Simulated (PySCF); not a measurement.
C₅H₁₀SSi.
SMILES: `[SiH3]SC12CC(C1)C2`

Torsions of this conformer, `[SiH3:1][S:2][C@:3]12[CH2:4][C@H:5]([CH2:6]1)[CH2:7]2`: Si1–S2–C3–C4 -179°.

The closed-shell ground state was solved at several levels (PySCF, density fitting, gas phase, non-relativistic). One conformer (not necessarily the lowest) at the PBE0-D3(BJ)/def2-SVP geometry, without solvent, vibrations or thermal averaging.

```tsv
level	basis functions	HOMO (eV)	LUMO (eV)	gap (eV)	dipole (D)
PBE0/pcSseg-1	183	-6.89	0.32	7.21	1.76
wB97X-D/pcSseg-1	183	-8.73	2.06	10.79	1.78
```

Q: What might CAM-B3LYP/def2-SVPD (231 basis functions) give for the same quantities?

A: HOMO -8.17 eV, LUMO 0.96 eV, gap 9.13 eV, dipole 1.73 D.

Q: Over all these levels, which gives the widest orbital gap and which the narrowest?

A: wB97X-D/pcSseg-1 (range-separated hybrid) has the widest, 10.79 eV, and PBE0/pcSseg-1 (global hybrid, 25 % exact exchange) the narrowest, 7.21 eV. The two share the basis. From the narrowest to the widest the HOMO moves by -1.84 eV and the LUMO by +1.74 eV.

Q: How far do the dipole and the HOMO energy spread over the levels?

A: The dipole runs from 1.73 to 1.78 D (mean 1.75 D) and the HOMO from -8.73 to -6.89 eV.
